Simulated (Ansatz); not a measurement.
Cost and result for the atomization energy of `FB([SiH3])[SiH3]` (10 atoms, 9 bonds).

Z-matrix (Å, degrees):
```
Si
B 1 2.045
H 1 1.490 2 108.7
H 1 1.488 2 113.7 3 121.7
H 1 1.490 2 108.7 3 -116.6
Si 2 2.045 1 122.1 3 58.9
F 2 1.326 1 119.0 3 -121.2
H 6 1.490 2 108.8 1 -57.3
H 6 1.488 2 113.7 1 -179.1
H 6 1.490 2 108.6 1 59.3
```

Charge 0, multiplicity 1. Geometry: relaxed with PBE0-D4/def2-TZVP. Program: Ansatz. All runs use 2 threads of an Arm Neoverse V2 on a shared host. Times are those of one run each, without the atoms' runs, and a repeat can differ threefold. Electronic energies, without spin–orbit coupling; frozen cores. CCSD(T)/CBS adds CCSD(T) − MP2 in def2-TZVPP to the MP2 limit, and its time is that of the two runs behind it. T1 = 0.015. B3LYP takes the VWN-RPA correlation (the form of Gaussian; ORCA's B3LYP/G).

CCSD(T)/CBS is a level of theory with its own doubt, some kJ/mol a heavy atom from the limit and from the frozen cores, so smaller differences don't rank the functionals.

```csv
level,functions,wall time
PBE-D4/def2-TZVPP (with forces),230,3.7 s
PBE0-D4/def2-TZVPP,230,4.2 s
CCSD(T)/def2-SVP,94,4.2 s
BHLYP-D4/def2-TZVPP,230,4.4 s
CAM-B3LYP-D4/def2-TZVPP,230,5.5 s
B3LYP-D4/def2-TZVPP (with forces),230,7 s
r2SCANh-D4/def2-TZVPP,230,7.5 s
B2PLYP/def2-TZVPP,230,8 s
ωB97X-V/def2-TZVPP,230,12 s
ωB97M-V/def2-TZVPP (with forces),230,18 s
MP2/def2-QZVPP,434,31 s
CCSD(T)/def2-TZVPP,230,2.2 min
CCSD(T)/CBS(def2),–,2.7 min
```

Problem. What atomization energy does each give, and how far from CCSD(T)/CBS? (An estimate is asked.)

Solution. The calculation gave: 
```tsv
level	atomization (kcal/mol)	difference from CCSD(T)/CBS	per bond
PBE-D4/def2-TZVPP (with forces)	752.9	0.2	0.0
PBE0-D4/def2-TZVPP	747.0	-5.7	-0.6
CCSD(T)/def2-SVP	711.0	-41.7	-4.6
BHLYP-D4/def2-TZVPP	743.5	-9.2	-1.0
CAM-B3LYP-D4/def2-TZVPP	758.6	5.9	0.7
B3LYP-D4/def2-TZVPP (with forces)	754.7	2.0	0.2
r2SCANh-D4/def2-TZVPP	752.7	0.0	0.0
B2PLYP/def2-TZVPP	744.7	-8.0	-0.9
ωB97X-V/def2-TZVPP	760.1	7.4	0.8
ωB97M-V/def2-TZVPP (with forces)	754.6	1.9	0.2
MP2/def2-QZVPP	746.4	-6.3	-0.7
CCSD(T)/def2-TZVPP	735.2	-17.5	-1.9
CCSD(T)/CBS(def2)	752.7	0.0	0.0
```

From PBE to PBE0 (25 % exact exchange), in def2-TZVPP and without D4, the atomization energy moves by −5.2 kcal/mol: exact exchange takes away binding that semilocal exchange gives to molecules. In def2-TZVPP, CCSD(T) changes the Hartree–Fock value by +152.6 kcal/mol (the triples alone add +7.2 kcal/mol) and MP2 by +153.3 kcal/mol; breaking electron pairs costs correlation energy, which Hartree–Fock lacks. The D4 term adds +7.2 kcal/mol with B3LYP and +3.8 kcal/mol with PBE0; it sums over pairs of atoms, weighted by their polarisabilities, and B3LYP, whose exchange is more repulsive, gets the larger term.
